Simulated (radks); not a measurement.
The numbers below are computed, except where a source is named.
Species: Mg1.25+. Configuration: [He] 2s2 3s2 2p(up 2.75, down 2) (fractional occupations, a model configuration).

Level of theory: scalar-relativistic Kohn-Sham, PBE, spin-polarised, spherical densities, point nucleus (a radial shooting solver on a logarithmic mesh with Libxc functionals).

Energy parts (Ry):
total: -394.91584
kinetic: 395.47230
electron-nucleus: -926.40476
Hartree: 166.60425
exchange-correlation: -30.58763

Orbitals (lengths in bohr, moments of r in powers of bohr; r(90%) holds 90 % of the orbital's charge):
| orbital | occ. | eigenvalue (Ry) | <r^2> | <1/r> | r(90%) |
|---|---|---|---|---|---|
| 1s up | 1 | -95.57236 | 0.02299 | 11.63 | 0.234 |
| 1s down | 1 | -95.50173 | 0.02295 | 11.63 | 0.233 |
| 2s up | 1 | -8.20474 | 0.5331 | 2.190 | 1.05 |
| 2s down | 1 | -8.05869 | 0.5387 | 2.178 | 1.06 |
| 2p up | 2.75 | -5.80842 | 0.5108 | 2.075 | 1.07 |
| 2p down | 2 | -5.65136 | 0.5206 | 2.062 | 1.08 |
| 3s up | 1 | -1.25521 | 6.424 | 0.5724 | 3.54 |
| 3s down | 1 | -1.24448 | 6.514 | 0.5676 | 3.56 |

The highest occupied level is 3s down at -16.932 eV. Spin moment in Bohr magnetons: 0.75. The density falls to 0.001 e/bohr^3 at r = 3.88 bohr. Summed over all electrons, <r^2> = 16.50 bohr^2, which gives a Langevin (diamagnetic) susceptibility term of -13.1 x 10^-6 cm^3/mol.

Run on one thread of a shared host, so times are rough (Arm Neoverse V1): 0.1 s of CPU time, 0.1 s wall, 14 iterations on 2476 mesh points.
